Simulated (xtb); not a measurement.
F₃OSi, SMILES [O][Si](F)(F)F (connectivity only; charge and spin as stated), charge -1, multiplicity 1. All values are semi-empirical tight-binding results from xtb (GFN2-xTB unless named), good for trends rather than for accurate numbers. Geometry: GFN2-xTB. The multiplicity is an assumed one; other spin states were not compared. The isomer is the one that the SMILES or the coordinates give; other isomers of the formula were not compared.

```json
{
 "point_group_as_xtb_finds_it": "C3v",
 "orbital_gap": "9.64 eV",
 "zero_point_energy": "7.1 kcal/mol",
 "G − E(el) at 298.15 K (modified RRHO)": "-10.5 kcal/mol",
 "static polarisability (D4 model)": "47.8 bohr³",
 "solvation energy, GFN2-xTB/ALPB(water)": "-55.9 kcal/mol",
 "solvation energy, GFN2-xTB/ALPB(methanol)": "-52.6 kcal/mol"
}
```
